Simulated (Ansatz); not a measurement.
```yaml
crystal:
  periodic: [false, false, false]
  atoms:
    - {symbol: O, position_ang: [-0.831068, 2.176575, -1.389775]}
    - {symbol: Al, position_ang: [-0.270005, 0.831727, -0.532160]}
    - {symbol: C, position_ang: [1.528807, 0.116067, -0.041372]}
    - {symbol: N, position_ang: [1.220097, -0.940331, 0.612104]}
    - {symbol: Si, position_ang: [-0.545943, -1.212938, 0.742007]}
    - {symbol: H, position_ang: [-1.742379, 2.409779, -1.558232]}
    - {symbol: H, position_ang: [2.590696, 0.361360, -0.169681]}
    - {symbol: H, position_ang: [-0.954004, -1.259215, 2.173950]}
    - {symbol: H, position_ang: [-0.907600, -2.529425, 0.146058]}
basis:
  gaussian: {orbitals: LANL2DZ}
hamiltonian: {xc: {name: wB97}, pseudopotentials: {relativity: none}}
output: {forces: true}
```

```sh
$ ansatz run in.yaml --threads 2 --pin off --events-out ev --progress --plain --max-ram 4352MiB
```

(1) How does Ansatz answer? (Best estimate.)

Results:

(1) Ansatz gave: The input was rejected before any iteration.
```
Error: <dir> can't be read: No such file or directory (os error 2)
```
